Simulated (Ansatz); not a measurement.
Reaction (SMILES): [SiH3]B(F)F [difluoroboranylsilane] -> FB(F)[SiH2-] + H+

Property: gas-phase deprotonation energy (electronic), in kcal/mol. Terms: frozen cores in correlated levels; 6-311+G** with 5d, 6d on Na to Ar in Ansatz (a program for electronic structure); no spin-orbit coupling; 6-31G* and kin with 6d, 5d where marked; non-relativistic; LANL2DZ with its own core potentials from Na on. CBS marks a two-point X^-3 extrapolation of the correlation energy; Hartree-Fock from the larger set. Ab initio and DFT rows: single points at B3LYP-D3(BJ) geometries (Ansatz). Anions need diffuse functions, which STO-3G, LANL2DZ, def2-SVP, cc-pVDZ and Pople sets without + lack.

Coupled cluster (Ansatz) is a level with limits of its own, used here on species with T1 under 0.025 (0.045 for open shells) and stable references: CCSD(T)/CBS(aug-cc-pV(T+d)Z,aug-cc-pV(Q+d)Z).

Value to compare with, CCSD(T)/CBS(aug-cc-pV(T+d)Z,aug-cc-pV(Q+d)Z) (Ansatz): 362.7 kcal/mol.

```
level          program  gas-phase deprotonation energy (electronic) (kcal/mol)  difference
-------------  -------  ------------------------------------------------------  ----------
MP2/STO-3G      Ansatz                                                   504.3       141.6
MP2/3-21G       Ansatz                                                   363.7         1.0
MP2/LANL2DZ     Ansatz                                                   357.8        -4.9
MP2/6-31G*      Ansatz                                                   369.1         6.4
MP2/6-311+G**   Ansatz                                                   365.0         2.3
```

Among the 5 habitual levels, MP2/STO-3G lies farthest from CCSD(T)/CBS(aug-cc-pV(T+d)Z,aug-cc-pV(Q+d)Z) (Ansatz) (141.6 kcal/mol) and MP2/3-21G nearest (1.0); 4 of 5 lie above it, and their mean absolute difference is 31.2 kcal/mol, the median 4.9. One case shows no general order.

The sets are all those run for this method; left out are runs that failed, that the program found above a lower state of the same kind, or whose <S^2> lies over 0.5 above the pure value.
